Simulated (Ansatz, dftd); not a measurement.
Reaction: CH3BF (SMILES FB[CH2], doublet) → CH3BF (SMILES C[B]F, doublet)
Each species at its own B3LYP-D3(BJ)/def2-TZVP minimum (Ansatz, an electronic-structure program).

Property: isomerisation energy (electronic), in kJ/mol. Radicals and triplets start from unrestricted determinants; spin-orbit coupling is neglected. Cores are frozen in correlated methods. Rows without X2C or -DK are non-relativistic. CBS(X,Y): correlation extrapolated as X^-3, Hartree-Fock from the larger set. A bracket is a step between two methods taken in the basis named. Functionals run without relativity, which enters their misses. Double hybrids freeze cores in their MP2 part. '+ core + X2C': CCSD(T) terms for core correlation (cc-pwCVTZ) and scalar relativity (cc-pVTZ-DK).

Compared with CCSD(T)/CBS(cc-pVTZ,cc-pVQZ) + [CCSDT(Q) - CCSD(T)]/cc-pVDZ + core + X2C (Ansatz): 28.5 kJ/mol.

Costs are rough ratios of core time, to one figure, on one kind of shared machine, summed over the single points of the molecules; atoms, geometries and frequencies are left out. The first row took roughly 8 core seconds; short runs hold start-up time.

```
level                               program  cost relative to the first row  difference (kJ/mol)
---------------------------  --------------  ------------------------------  -------------------
PBE/def2-TZVPD                       Ansatz                               1                -11.8
PBE0-D3(BJ)/def2-TZVPD       Ansatz + dftd3                               1                 -6.5
r2SCAN-D3(BJ)/def2-TZVPD     Ansatz + dftd3                               2                 -4.8
B2GP-PLYP-D3(BJ)/def2-TZVPD  Ansatz + dftd3                               2                  1.9
wB97X-V/def2-TZVPD                   Ansatz                               3                  1.2
wB97M-V/def2-TZVPD                   Ansatz                               3                  4.8
CCSDT(Q)/cc-pVDZ                     Ansatz                              80                  6.3
```

The dearest row costs roughly 80 times the first. Costs within a factor of two don't rank. The table holds for this case alone.
